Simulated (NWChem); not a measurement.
TiN$_{2}$H$_{6}$; SMILES [NH2][TiH2][NH2]

```xyz
9

Ti    -0.3875    -0.0052     0.0000
N      0.5789     0.0198     1.5893
H      1.5719    -0.1270     1.7529
H      0.0984     0.1658     2.4771
N      0.5789     0.0198    -1.5893
H      0.0984     0.1658    -2.4771
H      1.5719    -0.1270    -1.7529
H     -1.3123    -1.4530     0.0000
H     -1.6088     1.2133     0.0000
```
Atoms are numbered in this order, from 1.

All runs: NWChem. Medium grid unless said otherwise, to which SCAN and Minnesota functionals are sensitive. The geometry was optimised at B3LYP/6-31G* (spherical d). Hybrids' shares of exact exchange are those that their runs print; pure functionals count as 0. The functionals differ in more than this share.

| row | share of exact exchange | highest occupied level (eV) |
|---|---|---|
| PBE/def2-SVP | 0.00 | -5.97 |
| KT2/def2-SVP | 0.00 | -6.06 |
| B3LYP/def2-SVP | 0.20 | -7.18 |
| B3PW91/def2-SVP | 0.20 | -7.21 |
| r2SCAN0/def2-SVP | 0.25 | -7.68 |
| M06/def2-SVP | 0.27 | -7.47 |
| MN15/def2-SVP | 0.44 | withheld |
| BHandHLYP/def2-SVP | 0.50 | -8.79 |
| M05-2X/def2-SVP | 0.56 | -8.88 |

Question: Fit a straight line of the last column on the one before it, predict the withheld value, and compare with the run.

Answer: 
1. Means of the 8 shown rows: x = 0.247, y = -7.405. Slope Σ(x − x̄)(y − ȳ)/Σ(x − x̄)² = -1.521/0.2890 = -5.263; intercept -6.102.
2. The shown rows scatter about the line by 0.126 (root mean square); the largest residual is -0.26, at r2SCAN0/def2-SVP.
3. At x = 0.44 (MN15/def2-SVP; inside the shown range) the line gives -8.42.
4. The run gives -8.14, +0.28 from the line, 2.2 times the scatter.
